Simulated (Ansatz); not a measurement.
A short molecular-dynamics run on Zn8S7Cl2.

```yaml
crystal:
  periodic: [false, false, false]
  atoms:
    - {symbol: S, position_ang: [-0.292967, -3.356834, -2.100846]}
    - {symbol: Zn, position_ang: [-0.503118, -2.860908, 0.021224]}
    - {symbol: Zn, position_ang: [0.926777, -1.530204, -1.936406]}
    - {symbol: S, position_ang: [-0.283690, 0.285036, -0.907792]}
    - {symbol: S, position_ang: [0.719635, -2.192175, 1.854796]}
    - {symbol: Zn, position_ang: [-0.553493, -0.294011, 1.467746]}
    - {symbol: Zn, position_ang: [-2.558487, -0.035287, -0.856430]}
    - {symbol: S, position_ang: [-4.104078, 1.541946, -0.670359]}
    - {symbol: S, position_ang: [-0.945746, 1.895937, 2.234284]}
    - {symbol: Zn, position_ang: [-2.662299, 2.059497, 0.842451]}
    - {symbol: S, position_ang: [3.092467, -0.814386, -1.488070]}
    - {symbol: Zn, position_ang: [2.228910, -0.998011, 0.637856]}
    - {symbol: Zn, position_ang: [2.550095, 1.376715, -1.237143]}
    - {symbol: S, position_ang: [1.831781, 3.402372, -0.967851]}
    - {symbol: Zn, position_ang: [0.646739, 2.309993, 0.561925]}
    - {symbol: Cl, position_ang: [-2.610580, -1.780145, 0.804256]}
    - {symbol: Cl, position_ang: [2.518055, 0.990456, 1.740359]}
basis:
  gaussian: {orbitals: "6-31G*", fitting: {mean_field: def2-universal-jkfit}}
hamiltonian: {xc: {name: revPBE}}
md: {timestep: 0.5 fs, n_steps: 15, ensemble: nvt_langevin, temperature: 500, initial_velocities: maxwell_boltzmann, friction: 0.01, seed: 870}
scf: {omitted_lower_state_checks: [starts]}
```

```sh
$ ansatz run in.yaml --threads 2 --pin off --events-out ev --progress --plain --max-ram 32768MiB --backend cuda --devices 0, --max-vram 18GiB
```

```tsv
step	time (fs)	potential energy (eV)	kinetic (eV)	T (K)
0	0.0	-488148.9604	1.0341	471
1	0.5	-488148.9581	1.0663	485
2	1.0	-488148.9554	1.0503	478
3	1.5	-488148.9522	1.0424	474
4	2.0	-488148.9485	1.0787	491
5	2.5	-488148.9441	1.1069	504
6	3.0	-488148.9391	1.0933	498
7	3.5	-488148.9336	1.0770	490
8	4.0	-488148.9275	1.0776	490
9	4.5	-488148.9210	1.0395	473
10	5.0	-488148.9141	1.0637	484
11	5.5	-488148.9067	1.0391	473
12	6.0	-488148.8989	1.0035	457
13	6.5	-488148.8908	0.9726	443
14	7.0	-488148.8823	0.9978	454
15	7.5	-488148.8734	1.0091	459
```

Velocities are drawn at the set temperature; a run this short doesn't reach equilibrium. Under Langevin dynamics the printed temperature counts 3N degrees of freedom, so it starts below the set value.

The 6-31G sets use Cartesian d functions.

Frames (Å, forces in eV/Å):

```xyz
17
time=0.0 fs
S    -0.293   -3.357   -2.101    0.059   -0.018    0.003
Zn   -0.503   -2.861    0.021    0.150   -0.134   -0.052
Zn    0.927   -1.530   -1.936   -0.021   -0.073    0.022
S    -0.284    0.285   -0.908   -0.198    0.053   -0.195
S     0.720   -2.192    1.855   -0.038    0.059    0.010
Zn   -0.553   -0.294    1.468    0.198    0.040    0.083
Zn   -2.558   -0.035   -0.856    0.059    0.247   -0.090
S    -4.104    1.542   -0.670    0.032    0.020    0.031
S    -0.946    1.896    2.234   -0.053   -0.033   -0.193
Zn   -2.662    2.059    0.842   -0.054    0.029    0.029
S     3.092   -0.814   -1.488   -0.148    0.075    0.046
Zn    2.229   -0.998    0.638    0.047   -0.134   -0.049
Zn    2.550    1.377   -1.237    0.027    0.067   -0.129
S     1.832    3.402   -0.968   -0.032   -0.032    0.026
Zn    0.647    2.310    0.562   -0.006    0.074   -0.073
Cl   -2.611   -1.780    0.804   -0.348   -0.275    0.136
Cl    2.518    0.990    1.740    0.326    0.033    0.396
17
time=0.5 fs
S    -0.293   -3.359   -2.101    0.062   -0.013    0.000
Zn   -0.504   -2.859    0.019    0.154   -0.142   -0.049
Zn    0.927   -1.531   -1.936   -0.016   -0.070    0.018
S    -0.283    0.286   -0.910   -0.191    0.046   -0.184
S     0.718   -2.193    1.854   -0.040    0.050    0.019
Zn   -0.552   -0.294    1.469    0.196    0.054    0.076
Zn   -2.556   -0.036   -0.854    0.034    0.274   -0.100
S    -4.105    1.542   -0.669    0.056    0.004    0.036
S    -0.946    1.897    2.233   -0.051   -0.040   -0.181
Zn   -2.662    2.062    0.842   -0.065    0.027    0.018
S     3.094   -0.814   -1.489   -0.165    0.070    0.064
Zn    2.226   -1.000    0.639    0.067   -0.130   -0.081
Zn    2.550    1.377   -1.238    0.028    0.057   -0.130
S     1.830    3.402   -0.968   -0.032   -0.024    0.028
Zn    0.646    2.311    0.563    0.002    0.075   -0.083
Cl   -2.607   -1.779    0.805   -0.367   -0.283    0.145
Cl    2.518    0.987    1.738    0.328    0.045    0.404
17
time=1.0 fs
S    -0.292   -3.360   -2.101    0.063   -0.012   -0.007
Zn   -0.505   -2.857    0.017    0.158   -0.150   -0.043
Zn    0.927   -1.532   -1.936   -0.006   -0.064    0.015
S    -0.283    0.288   -0.913   -0.183    0.039   -0.174
S     0.717   -2.194    1.854   -0.040    0.039    0.028
Zn   -0.550   -0.294    1.470    0.193    0.070    0.068
Zn   -2.554   -0.037   -0.851    0.009    0.302   -0.109
S    -4.107    1.542   -0.668    0.078   -0.013    0.039
S    -0.945    1.899    2.231   -0.050   -0.047   -0.168
Zn   -2.662    2.064    0.842   -0.074    0.024    0.010
S     3.095   -0.814   -1.491   -0.186    0.067    0.083
Zn    2.224   -1.003    0.640    0.087   -0.126   -0.114
Zn    2.549    1.377   -1.238    0.030    0.045   -0.132
S     1.829    3.401   -0.968   -0.032   -0.015    0.030
Zn    0.645    2.312    0.564    0.010    0.076   -0.093
Cl   -2.603   -1.777    0.805   -0.387   -0.292    0.154
Cl    2.517    0.984    1.736    0.329    0.057    0.412
17
time=1.5 fs
S    -0.291   -3.361   -2.101    0.063   -0.015   -0.013
Zn   -0.505   -2.855    0.016    0.161   -0.158   -0.038
Zn    0.926   -1.533   -1.935    0.007   -0.055    0.011
S    -0.283    0.289   -0.915   -0.175    0.034   -0.163
S     0.716   -2.195    1.854   -0.037    0.028    0.037
Zn   -0.548   -0.295    1.471    0.188    0.088    0.061
Zn   -2.552   -0.038   -0.849   -0.018    0.329   -0.118
S    -4.108    1.543   -0.666    0.101   -0.030    0.042
S    -0.945    1.901    2.230   -0.048   -0.055   -0.155
Zn   -2.663    2.066    0.842   -0.084    0.021    0.000
S     3.096   -0.813   -1.492   -0.208    0.063    0.103
Zn    2.222   -1.005    0.640    0.107   -0.122   -0.146
Zn    2.549    1.378   -1.239    0.033    0.032   -0.133
S     1.827    3.400   -0.969   -0.032   -0.004    0.031
Zn    0.644    2.313    0.565    0.018    0.077   -0.103
Cl   -2.599   -1.776    0.805   -0.406   -0.300    0.163
Cl    2.517    0.981    1.734    0.331    0.067    0.420
17
time=2.0 fs
S    -0.290   -3.363   -2.101    0.062   -0.018   -0.019
Zn   -0.506   -2.853    0.014    0.164   -0.167   -0.032
Zn    0.926   -1.534   -1.934    0.019   -0.047    0.007
S    -0.283    0.290   -0.918   -0.165    0.028   -0.153
S     0.714   -2.196    1.854   -0.034    0.018    0.044
Zn   -0.546   -0.295    1.472    0.184    0.106    0.055
Zn   -2.550   -0.039   -0.846   -0.046    0.357   -0.127
S    -4.110    1.543   -0.665    0.125   -0.047    0.047
S    -0.945    1.902    2.228   -0.046   -0.063   -0.143
Zn   -2.663    2.069    0.842   -0.095    0.018   -0.010
S     3.098   -0.813   -1.494   -0.230    0.059    0.122
Zn    2.219   -1.008    0.641    0.125   -0.118   -0.175
Zn    2.549    1.378   -1.240    0.036    0.019   -0.134
S     1.826    3.399   -0.969   -0.034    0.008    0.033
Zn    0.644    2.313    0.566    0.027    0.078   -0.113
Cl   -2.595   -1.775    0.806   -0.426   -0.309    0.173
Cl    2.517    0.979    1.732    0.332    0.076    0.427
17
time=2.5 fs
S    -0.289   -3.364   -2.101    0.062   -0.021   -0.026
Zn   -0.506   -2.850    0.012    0.169   -0.175   -0.025
Zn    0.926   -1.534   -1.934    0.031   -0.039    0.002
S    -0.284    0.291   -0.920   -0.155    0.024   -0.142
S     0.713   -2.197    1.855   -0.030    0.009    0.048
Zn   -0.544   -0.296    1.473    0.180    0.124    0.049
Zn   -2.548   -0.040   -0.844   -0.076    0.386   -0.137
S    -4.111    1.543   -0.663    0.152   -0.066    0.051
S    -0.944    1.903    2.227   -0.043   -0.071   -0.132
Zn   -2.663    2.071    0.842   -0.106    0.016   -0.020
S     3.100   -0.813   -1.495   -0.250    0.053    0.141
Zn    2.217   -1.010    0.642    0.143   -0.113   -0.204
Zn    2.548    1.378   -1.240    0.038    0.008   -0.135
S     1.824    3.398   -0.970   -0.035    0.020    0.035
Zn    0.643    2.314    0.567    0.035    0.079   -0.124
Cl   -2.591   -1.773    0.806   -0.446   -0.318    0.183
Cl    2.517    0.976    1.730    0.332    0.084    0.434
17
time=3.0 fs
S    -0.288   -3.364   -2.101    0.061   -0.027   -0.035
Zn   -0.507   -2.848    0.009    0.173   -0.183   -0.016
Zn    0.926   -1.535   -1.932    0.044   -0.030   -0.004
S    -0.284    0.291   -0.923   -0.143    0.021   -0.131
S     0.711   -2.198    1.855   -0.027   -0.001    0.053
Zn   -0.542   -0.296    1.474    0.175    0.143    0.043
Zn   -2.545   -0.040   -0.841   -0.109    0.416   -0.147
S    -4.114    1.544   -0.662    0.182   -0.085    0.058
S    -0.944    1.905    2.225   -0.041   -0.079   -0.121
Zn   -2.663    2.073    0.841   -0.118    0.013   -0.030
S     3.101   -0.812   -1.497   -0.271    0.046    0.160
Zn    2.215   -1.013    0.643    0.161   -0.109   -0.231
Zn    2.548    1.378   -1.241    0.041   -0.002   -0.136
S     1.823    3.396   -0.970   -0.036    0.032    0.036
Zn    0.642    2.315    0.568    0.043    0.080   -0.133
Cl   -2.586   -1.772    0.806   -0.468   -0.327    0.194
Cl    2.517    0.973    1.727    0.333    0.093    0.441
17
time=4.0 fs
S    -0.286   -3.366   -2.101    0.060   -0.038   -0.051
Zn   -0.508   -2.844    0.005    0.183   -0.200    0.001
Zn    0.926   -1.536   -1.930    0.068   -0.011   -0.015
S    -0.284    0.293   -0.928   -0.117    0.015   -0.108
S     0.709   -2.200    1.856   -0.019   -0.021    0.062
Zn   -0.538   -0.297    1.477    0.167    0.182    0.032
Zn   -2.541   -0.042   -0.836   -0.177    0.476   -0.170
S    -4.119    1.544   -0.658    0.246   -0.123    0.072
S    -0.944    1.907    2.223   -0.039   -0.093   -0.105
Zn   -2.663    2.077    0.841   -0.143    0.006   -0.050
S     3.105   -0.811   -1.500   -0.312    0.036    0.196
Zn    2.211   -1.017    0.644    0.196   -0.096   -0.280
Zn    2.548    1.378   -1.242    0.045   -0.023   -0.138
S     1.821    3.394   -0.970   -0.040    0.052    0.040
Zn    0.641    2.316    0.571    0.060    0.081   -0.151
Cl   -2.578   -1.770    0.805   -0.511   -0.346    0.216
Cl    2.517    0.969    1.724    0.333    0.104    0.450
17
time=4.5 fs
S    -0.285   -3.367   -2.101    0.058   -0.044   -0.056
Zn   -0.509   -2.841    0.003    0.187   -0.209    0.005
Zn    0.926   -1.537   -1.929    0.079   -0.001   -0.022
S    -0.285    0.294   -0.931   -0.105    0.012   -0.097
S     0.707   -2.201    1.856   -0.013   -0.029    0.066
Zn   -0.536   -0.298    1.478    0.163    0.201    0.027
Zn   -2.539   -0.042   -0.833   -0.210    0.506   -0.181
S    -4.121    1.545   -0.657    0.275   -0.144    0.076
S    -0.944    1.907    2.222   -0.037   -0.100   -0.099
Zn   -2.664    2.079    0.840   -0.152    0.005   -0.057
S     3.106   -0.811   -1.502   -0.329    0.032    0.213
Zn    2.209   -1.020    0.644    0.211   -0.089   -0.301
Zn    2.547    1.378   -1.243    0.047   -0.032   -0.138
S     1.819    3.393   -0.971   -0.041    0.060    0.043
Zn    0.640    2.317    0.572    0.068    0.082   -0.161
Cl   -2.574   -1.769    0.805   -0.533   -0.355    0.226
Cl    2.516    0.967    1.722    0.333    0.107    0.454
17
time=5.0 fs
S    -0.283   -3.368   -2.102    0.055   -0.051   -0.062
Zn   -0.509   -2.839    0.001    0.191   -0.218    0.010
Zn    0.927   -1.538   -1.928    0.090    0.010   -0.028
S    -0.285    0.296   -0.934   -0.093    0.007   -0.086
S     0.706   -2.202    1.856   -0.008   -0.037    0.071
Zn   -0.534   -0.298    1.479    0.159    0.219    0.021
Zn   -2.536   -0.043   -0.830   -0.243    0.535   -0.191
S    -4.124    1.546   -0.655    0.301   -0.167    0.077
S    -0.945    1.908    2.221   -0.037   -0.107   -0.091
Zn   -2.664    2.081    0.840   -0.157    0.005   -0.059
S     3.108   -0.811   -1.504   -0.345    0.028    0.230
Zn    2.208   -1.022    0.645    0.227   -0.083   -0.323
Zn    2.547    1.377   -1.244    0.049   -0.042   -0.139
S     1.818    3.392   -0.971   -0.042    0.071    0.044
Zn    0.639    2.318    0.573    0.075    0.082   -0.170
Cl   -2.570   -1.768    0.804   -0.554   -0.364    0.237
Cl    2.516    0.964    1.720    0.333    0.111    0.459
17
time=5.5 fs
S    -0.282   -3.368   -2.102    0.051   -0.060   -0.068
Zn   -0.509   -2.837   -0.001    0.197   -0.226    0.016
Zn    0.927   -1.539   -1.927    0.100    0.022   -0.034
S    -0.285    0.297   -0.937   -0.084    0.002   -0.075
S     0.704   -2.203    1.857   -0.004   -0.047    0.074
Zn   -0.532   -0.299    1.480    0.155    0.239    0.015
Zn   -2.534   -0.043   -0.828   -0.274    0.565   -0.202
S    -4.126    1.547   -0.653    0.326   -0.189    0.076
S    -0.945    1.910    2.220   -0.037   -0.115   -0.084
Zn   -2.664    2.082    0.839   -0.161    0.005   -0.060
S     3.109   -0.811   -1.505   -0.359    0.024    0.247
Zn    2.206   -1.025    0.645    0.243   -0.075   -0.344
Zn    2.547    1.377   -1.244    0.050   -0.050   -0.140
S     1.816    3.390   -0.972   -0.042    0.082    0.044
Zn    0.638    2.318    0.574    0.082    0.081   -0.177
Cl   -2.566   -1.767    0.804   -0.575   -0.372    0.247
Cl    2.516    0.962    1.718    0.334    0.114    0.463
17
time=6.0 fs
S    -0.280   -3.369   -2.102    0.048   -0.068   -0.075
Zn   -0.510   -2.835   -0.003    0.202   -0.233    0.025
Zn    0.927   -1.540   -1.926    0.109    0.034   -0.040
S    -0.285    0.298   -0.940   -0.077   -0.004   -0.064
S     0.703   -2.203    1.857   -0.002   -0.058    0.078
Zn   -0.530   -0.299    1.481    0.151    0.259    0.010
Zn   -2.532   -0.044   -0.825   -0.304    0.596   -0.212
S    -4.128    1.548   -0.651    0.350   -0.212    0.075
S    -0.945    1.911    2.219   -0.037   -0.124   -0.078
Zn   -2.665    2.084    0.838   -0.164    0.006   -0.060
S     3.110   -0.811   -1.507   -0.372    0.019    0.264
Zn    2.203   -1.027    0.646    0.260   -0.066   -0.365
Zn    2.547    1.377   -1.245    0.050   -0.056   -0.140
S     1.815    3.389   -0.972   -0.039    0.093    0.042
Zn    0.637    2.319    0.575    0.086    0.079   -0.182
Cl   -2.562   -1.766    0.803   -0.596   -0.382    0.258
Cl    2.516    0.961    1.716    0.334    0.116    0.466
17
time=6.5 fs
S    -0.278   -3.370   -2.103    0.047   -0.073   -0.081
Zn   -0.510   -2.833   -0.005    0.207   -0.241    0.031
Zn    0.928   -1.541   -1.925    0.116    0.042   -0.047
S    -0.285    0.300   -0.942   -0.068   -0.010   -0.054
S     0.702   -2.204    1.857    0.000   -0.070    0.083
Zn   -0.528   -0.300    1.482    0.147    0.279    0.006
Zn   -2.530   -0.045   -0.823   -0.334    0.625   -0.222
S    -4.131    1.549   -0.649    0.374   -0.234    0.074
S    -0.945    1.911    2.218   -0.036   -0.131   -0.073
Zn   -2.665    2.085    0.838   -0.166    0.006   -0.060
S     3.111   -0.811   -1.509   -0.384    0.016    0.281
Zn    2.201   -1.030    0.646    0.277   -0.057   -0.387
Zn    2.547    1.376   -1.245    0.050   -0.061   -0.140
S     1.813    3.388   -0.972   -0.036    0.102    0.040
Zn    0.637    2.321    0.576    0.089    0.077   -0.186
Cl   -2.558   -1.765    0.802   -0.616   -0.390    0.268
Cl    2.515    0.959    1.715    0.334    0.118    0.469
17
time=7.5 fs
S    -0.275   -3.371   -2.104    0.041   -0.083   -0.085
Zn   -0.511   -2.829   -0.009    0.220   -0.258    0.039
Zn    0.929   -1.542   -1.922    0.132    0.059   -0.062
S    -0.285    0.302   -0.948   -0.048   -0.021   -0.033
S     0.701   -2.206    1.858   -0.008   -0.086    0.091
Zn   -0.524   -0.301    1.484    0.142    0.310   -0.003
Zn   -2.525   -0.046   -0.818   -0.392    0.680   -0.243
S    -4.135    1.551   -0.645    0.417   -0.274    0.072
S    -0.946    1.913    2.216   -0.029   -0.144   -0.062
Zn   -2.666    2.089    0.836   -0.174    0.006   -0.063
S     3.114   -0.811   -1.513   -0.409    0.013    0.314
Zn    2.197   -1.034    0.647    0.313   -0.042   -0.432
Zn    2.547    1.376   -1.246    0.049   -0.068   -0.141
S     1.810    3.386   -0.973   -0.031    0.111    0.038
Zn    0.636    2.323    0.578    0.097    0.076   -0.197
Cl   -2.551   -1.764    0.801   -0.655   -0.406    0.289
Cl    2.514    0.955    1.711    0.336    0.127    0.477
```

It took 56 s on 2 threads of AMD EPYC 7R13 on a shared host and a share (18 GiB) of an NVIDIA H100 80GB HBM3, peak host memory 1 GiB.
